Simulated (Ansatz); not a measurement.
Consider the ligand exchange at the Si–S bond: `CS[SiH](N)F` + CH₃NH₂ → `CN[SiH](N)F` + CH₃SH.

Isolated molecules relaxed with PBE0-D4/def2-TZVP in Ansatz; ΔE leaves out vibrations. CCSD(T)/CBS is the MP2 limit (def2-TZVPP, def2-QZVPP) plus CCSD(T) − MP2 in def2-TZVPP, frozen cores. This one scheme is used for every species. DFT in def2-TZVPP. B3LYP here is the variant with VWN-RPA as its local correlation; programs differ in this. One conformer a species, not always the lowest.

| level | ΔE (kcal/mol) | difference from CCSD(T)/CBS |
| --- | --- | --- |
| PBE-D4 | 0.2 | 2.2 |
| r2SCAN-D4 | -1.1 | 0.9 |
| PBE0-D4 | -0.6 | 1.4 |
| B3LYP-D4 | -2.0 | 0.0 |
| ωB97X-V | -1.9 | 0.1 |
| ωB97M-V | -2.1 | -0.1 |
| B2PLYP | -2.6 | -0.6 |
| PBE | -0.1 | 1.9 |
| r2SCAN | -1.1 | 0.9 |
| PBE0 | -0.9 | 1.1 |
| B3LYP | -2.7 | -0.7 |
| HF/def2-TZVPP | -4.5 | -2.5 |
| MP2/def2-TZVPP | -2.2 | -0.2 |
| SCS-MP2/def2-TZVPP | -3.0 | -1.0 |
| CCSD/def2-TZVPP | -3.4 | -1.4 |
| CCSD(T)/def2-TZVPP | -2.8 | -0.8 |
| HF/def2-QZVPP | -4.7 | -2.7 |
| MP2/def2-QZVPP | -1.8 | 0.2 |
| SCS-MP2/def2-QZVPP | -2.6 | -0.6 |
| HF/CBS(def2) | -4.7 | -2.7 |
| MP2/CBS(def2) | -1.4 | 0.6 |
| CCSD/CBS(def2) | -2.6 | -0.6 |
| CCSD(T)/CBS | -2.0 | 0 |

Largest T1 diagnostic among the species: 0.011.

In def2-TZVPP, CCSD(T) changes the Hartree–Fock value by +1.6 kcal/mol (the triples alone add +0.6 kcal/mol) and MP2 by +2.3 kcal/mol. From PBE to PBE0 (25 % exact exchange), in def2-TZVPP and without D4, ΔE moves by −0.8 kcal/mol.
